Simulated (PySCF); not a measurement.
Sn(H)3(NHMe) (CH7NSn), SMILES C[NH][SnH3]. Atoms are numbered in the order given.

```xyz
10

Sn     0.5969     0.0107     0.1179
N     -1.2524    -0.3333    -0.7477
C     -2.4361     0.2452    -0.1267
H      1.7253    -0.8864    -0.8319
H      0.8458     1.7149    -0.0102
H      0.6933    -0.4658     1.7922
H     -1.3871    -1.3338    -0.9377
H     -2.7196    -0.1620     0.8774
H     -3.3220     0.1176    -0.7887
H     -2.2994     1.3408     0.0003
```

Coordinates come from a PBE-D3(BJ)/def2-SVP optimisation. The def2 effective core potentials stand for the cores of Sn; spin–orbit coupling is left out.

All values below come from PySCF with TDA-LC-ωPBE/def2-SVPD.

Vertical excitations. Isolated molecule, no solvent.

Computed excitation energies, oscillator strengths and character:
```csv
state,energy (eV),λ (nm),f,main pairs
S1,5.81,214,0.037,HOMO→LUMO+1 73 %
S2,6.75,184,0.042,HOMO→LUMO 77 %
S3,7.08,175,0.003,HOMO→LUMO+2 88 %
S4,7.61,163,0.016,"HOMO→LUMO+3 47 %, HOMO→LUMO+4 21 %, HOMO→LUMO+8 8 %"
S5,7.71,161,0.009,"HOMO→LUMO+4 38 %, HOMO→LUMO+3 31 %, HOMO−1→LUMO+1 10 %, HOMO→LUMO+7 6 %"
S6,7.97,156,0.020,"HOMO→LUMO+5 55 %, HOMO→LUMO+4 20 %, HOMO→LUMO+6 9 %"
S7,8.27,150,0.033,"HOMO−2→LUMO+1 36 %, HOMO−1→LUMO+1 25 %, HOMO−3→LUMO+1 10 %"
S8,8.33,149,0.033,"HOMO−2→LUMO+1 41 %, HOMO−1→LUMO+1 22 %, HOMO−3→LUMO+1 6 %"
S9,8.63,144,0.037,"HOMO→LUMO+7 56 %, HOMO→LUMO+9 9 %"
S10,8.67,143,0.079,"HOMO−3→LUMO+1 37 %, HOMO−1→LUMO 31 %, HOMO→LUMO+6 8 %"
T1,5.12,242,0,HOMO→LUMO+1 75 %
T2,6.31,197,0,HOMO→LUMO 70 %
T3,6.88,180,0,HOMO→LUMO+2 82 %
T4,7.01,177,0,HOMO→LUMO+3 44 %
```
Triplets are in the Tamm–Dancoff approximation.
